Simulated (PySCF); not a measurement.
Stepwise substitution at one centre (Ga H-Cl). Gas-phase values, no solvent. Strings in code marks are SMILES.

The LUMO from two functionals at the same geometries (B3LYP-D3(BJ)/def2-TZVP), both in PySCF: PBE-D3(BJ)/def2-TZVP and M06-2X/def2-TZVP. 

| species | PBE-D3(BJ)/def2-TZVP (eV) | M06-2X/def2-TZVP (eV) |
|---|---|---|
| 0 of 3 H replaced by Cl (`[GaH3]`) | -2.65 | -1.26 |
| 1 of 3 H replaced by Cl (`[GaH2][Cl]`) | -2.64 | -1.30 |
| 2 of 3 H replaced by Cl | -2.54 | -1.23 |
| 3 of 3 H replaced by Cl (`[Cl][Ga]([Cl])[Cl]`) | -3.03 | -1.19 |

Over these rows, drawn at random from the members with no instability flagged (it was tested for open shells, ions and some series alone), PBE minus M06-2X: mean -1.47 eV, from -1.84 eV to -1.31 eV.
